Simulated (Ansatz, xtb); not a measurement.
Relative energy of two isomers of H5OSi3

We compare I, `O1[SiH2][SiH][SiH2]1`, a doublet, with II, `O1[SiH][SiH2][SiH2]1`, a doublet. Both are isolated molecules in the gas phase, relaxed with PBE0-D3(BJ)/def2-SVP.

Energies in hartree; the thermal terms are from PBE0-D3(BJ)/def2-SVP harmonic frequencies (ideal gas, rigid rotor, one conformer each, 298.15 K, 1 atm) and include the zero-point energy:

|  | I | II |
| --- | --- | --- |
| E, CCSD(T)/def2-SVP | −944.773240 | −944.767181 |
| zero-point energy | 0.047520 | 0.046982 |
| H(298 K) − E | 0.054640 | 0.054173 |
| G(298 K) − E | 0.017118 | 0.016496 |

Task: Work out ΔE, ΔE₀, ΔH and ΔG for I → II in kcal/mol (1 Eh = 627.51 kcal/mol) and the equilibrium ratio [II]/[I].

Result: 1. ΔE = −944.767181 − (−944.773240) = +0.006059 Eh = +3.80 kcal/mol.
2. ΔE₀ = ΔE + ΔZPE = +0.006059 + (−0.000538) Eh = +3.46 kcal/mol.
3. ΔH = ΔE + (−0.000467) Eh = +3.51 kcal/mol.
4. ΔG = ΔE + (−0.000622) Eh = +3.41 kcal/mol, so ΔS = (ΔH − ΔG)/T = +1.4 J/(mol K).
5. kT = 0.9442 mEh, so K = [II]/[I] = exp(−ΔG/kT) = exp(−5.76) ≈ 0.0032.

Structure I is favoured at this temperature. An error of 1 kcal/mol in ΔG would change K by a factor of 5.4. r2SCAN-D4/def2-SVP found them nearly level. HF/STO-3G gave ΔE the other sign. Mirror images and further conformers aren't counted.

As drawn, both hold the same kinds of bond in the same numbers.

Other levels gave ΔE = +6.9 (GFN2-xTB); −3.2 (HF/STO-3G, GFN2-xTB geometries); +0.5 (r2SCAN-D4/def2-SVP, GFN2-xTB geometries); +2.9 (PBE0-D3(BJ)/def2-SVP); +4.8 (HF/def2-SVP); +3.9 (MP2/def2-SVP) kcal/mol. Open shells are spin-unrestricted. The correlated steps freeze 16 core orbitals. Programs: Ansatz 0.2.0, xtb 6.7.1.
